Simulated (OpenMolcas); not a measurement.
Os4+ (d4) among equal point charges was computed by CASSCF with the d shell active (OpenMolcas, ANO-RCC-VTZP on the metal). Its lowest spin-free states, and all those of the highest spin:

```csv
2S+1,Degeneracy,E (cm-1)
5,1,0.0
5,1,5739
5,2,9696
5,1,12542
3,1,14005
3,2,16189
3,1,19326
3,1,21205
3,2,21453
3,1,21508
3,1,22976
1,1,23341
```

Question: Is the site octahedral, tetrahedral or cube-like, axial, or of lower symmetry?

Answer: The states with 2S+1 = 5 have orbital degeneracies 1, 1, 2, 1. There are pairs but no triples, so the site is axial: not cubic, but with a proper or improper axis of order three or more. The run had Os4+ among 6 point charges of -1.7 e arranged as a tetragonal octahedron (D4h), 2.14 Å from the ion, with the axial distance 1.947 Å.

Spin-orbit coupling mixes the spin-free states strongly: the lowest level takes only 46 % from its leading state, 5A1. Without dynamic correlation the repulsion within the d shell is too large (B by tens of per cent), so at a given field states of lower spin stand too high. This shell can be high or low spin here, a state of another spin lies low, and with metal d orbitals alone active their balance is uncertain, so the ground spin may be wrong. Point charges give a weaker field than real ligands, and real ions of this kind are as a rule low spin; the high spin found here belongs to the model. This is an electrostatic model: the charges have no orbitals. No measured value stands beside these numbers.
